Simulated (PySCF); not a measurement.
A GIAO shielding run with PySCF 2.14 (density fitting, non-relativistic, gas phase) on SMILES C/C(F)=C\[SiH3], C$_{3}$H$_{7}$FSi:

```
$ OMP_NUM_THREADS=1 python probes_run.py task.json out

{"job": {"kind": "nmr", "xc": "PBE0", "basis": "pcSseg-2", "pop": false}, "charge": 0, "multiplicity": 1}
C      1.298991    -0.985800     0.369118
C      1.014337     0.464099     0.219339
F      2.107205     1.200252     0.456459
C     -0.135410     1.066469    -0.101538
Si    -1.740514     0.189071    -0.454359
H      2.116878    -1.279917    -0.307394
H      1.634632    -1.199046     1.396564
H      0.417633    -1.601669     0.149610
H     -0.103380     2.160718    -0.144750
H     -2.751489     1.194409    -0.896220
H     -2.270302    -0.516386     0.755877
H     -1.584070    -0.838615    -1.531926
```

Hardware: 1 thread of an Intel Xeon Platinum 8488C, shared host.

(1) How large is the calculation?

(2) How long does it take, and how much memory does it need?

(3) And these other runs on the same molecule and hardware: GIAO shielding at B3LYP/pcSseg-2; GIAO shielding at B97-D/pcSseg-2; GIAO shielding at BLYP/pcSseg-2; GIAO shielding at BP86/pcSseg-2; GIAO shielding at HF/pcSseg-2; GIAO shielding at KT2/pcSseg-2?

Answers

(1) 48 electrons, 285 basis functions and 775 auxiliary functions.

(2) 34 s of wall time, with 13 SCF cycles and 5 response iterations; peak memory 1.1 GiB. Times on a shared host scatter by some tens of per cent.

(3) B3LYP/pcSseg-2: 285 functions, 33 s; B97-D/pcSseg-2: 285 functions, 41 s; BLYP/pcSseg-2: 285 functions, 44 s; BP86/pcSseg-2: 285 functions, 42 s; HF/pcSseg-2: 285 functions, 18 s; KT2/pcSseg-2: 285 functions, 48 s.
